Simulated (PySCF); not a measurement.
**Spin-rotation constants: 2-ethyl-3-methylbut-1-ene (CC(C(=C)CC)C, C7H14)**

Geometry (Å), atoms numbered from 1 in this order:
```xyz
21

C     0.2794   -0.9304   -1.1381
C     0.2665   -0.1426   -0.0756
C     1.5001    0.4597    0.5421
C     2.8127    0.1465   -0.1631
C    -1.0254    0.2361    0.6234
C    -1.7870   -1.0021    1.0989
C    -1.9024    1.0929   -0.2925
H     1.1847   -1.2054   -1.6479
H    -0.6263   -1.3418   -1.5503
H     1.3633    1.5458    0.5784
H     1.5596    0.1142    1.5797
H     2.7916    0.5052   -1.1893
H     3.6370    0.6349    0.3525
H     3.0019   -0.9242   -0.1686
H    -0.7750    0.8355    1.5062
H    -1.1543   -1.6133    1.7389
H    -2.6687   -0.7071    1.6639
H    -2.1074   -1.6076    0.2554
H    -2.8050    1.4047    0.2290
H    -2.1915    0.5334   -1.1785
H    -1.3626    1.9825   -0.6104
```

The calculation used PySCF 2.14.0, GIAO CAM-B3LYP/pcSseg-1 magnetisability, rotational g tensor and spin-rotation constants, non-relativistic, gas phase. Geometry: GFN2-xTB.

(1) Give the nuclear spin-rotation constants along the inertial axes (H = +C I·J) beside the isotropic shieldings.

(2) How do the rotational constants and the g tensor change when H8, H9, H10, H11, H12, H13, H14, H15, H16, H17, H18, H19, H20, H21 are replaced by deuterium?

## Answers

(1) Rotational constants 4.4046, 1.4820, 1.4551 GHz. A star marks the isotopologue with that one atom substituted, in its own axes.
| atom | isotope | Caa (kHz) | Cbb (kHz) | Ccc (kHz) | mean (kHz) | σ (ppm) |
| --- | --- | --- | --- | --- | --- | --- |
| H8 | 1H | 0.235 | -0.129 | -0.139 | -0.011 | 26.7 |
| H9 | 1H | 0.078 | -0.101 | -0.114 | -0.046 | 26.7 |
| H10 | 1H | -0.475 | 0.048 | -0.155 | -0.194 | 29.6 |
| H11 | 1H | -0.475 | -0.162 | 0.051 | -0.195 | 29.6 |
| H12 | 1H | -0.457 | -0.167 | 0.026 | -0.199 | 30.7 |
| H13 | 1H | -0.185 | -0.108 | -0.120 | -0.138 | 30.6 |
| H14 | 1H | -0.449 | 0.019 | -0.158 | -0.196 | 30.6 |
| H15 | 1H | -0.472 | -0.056 | -0.057 | -0.195 | 30.0 |
| H16 | 1H | -0.336 | -0.133 | -0.045 | -0.171 | 30.6 |
| H17 | 1H | -0.024 | -0.141 | -0.144 | -0.103 | 30.7 |
| H18 | 1H | -0.464 | -0.060 | -0.076 | -0.200 | 30.7 |
| H19 | 1H | -0.006 | -0.144 | -0.147 | -0.099 | 30.7 |
| H20 | 1H | -0.483 | -0.080 | -0.054 | -0.205 | 30.8 |
| H21 | 1H | -0.298 | -0.051 | -0.137 | -0.162 | 30.5 |
| C1 | 13C* | 2.008 | 0.356 | 0.238 | 0.867 | 73.1 |
| C2 | 13C* | 2.564 | 0.449 | 0.385 | 1.133 | 11.7 |
| C3 | 13C* | 0.685 | 0.261 | 0.257 | 0.401 | 150.7 |
| C4 | 13C* | 0.600 | 0.203 | 0.196 | 0.333 | 172.2 |
| C5 | 13C* | 0.750 | 0.267 | 0.265 | 0.427 | 145.6 |
| C6 | 13C* | 0.696 | 0.215 | 0.240 | 0.384 | 159.0 |

For the geometry as given, no vibrational averaging.

(2) Constants 3.2969, 1.1895, 1.1683 GHz; g -0.0106, -0.0016, -0.0001, against -0.0142, -0.0017, -0.0004 before.
